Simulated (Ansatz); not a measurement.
Z-matrix (Å, degrees):
```
C
O 1 1.404
H 1 1.092 2 108.5
H 1 1.094 2 110.4 3 120.3
H 1 1.093 2 109.4 3 -119.2
Mo 2 1.830 1 139.6 3 -145.3
S 6 2.106 2 109.3 1 -104.1
O 6 1.864 2 110.4 1 134.1
S 6 2.103 2 107.5 1 14.3
H 8 0.962 6 120.7 2 107.7
```

Total charge 0; spin multiplicity 1. Mo: def2 effective core potential.

(1) List the B3LYP/def2-TZVPP orbital energies in eV (the Gaussian-basis code of Ansatz). (Estimate.)

Results:

(1) Computed: Occupied: -2417.77, -2417.71, -521.79, -521.53, -278.78, -215.79, -215.74, -160.27, -160.26, -160.22, -160.22, -160.19, -160.17, -72.62, -45.55, -45.43, -45.27, -28.11, -27.45, -19.17, -18.57, -18.27, -14.54, -13.91, -13.22, -13.19, -11.08, -10.83, -10.10, -9.50, -9.15, -9.07, -8.46, -7.88, -7.74, -6.88. Lowest empty: -3.03, -2.81, -1.86, -1.39, -1.35, -0.17, 0.55, 1.22.

B3LYP here is the variant with VWN-RPA as its local correlation; programs differ in this.
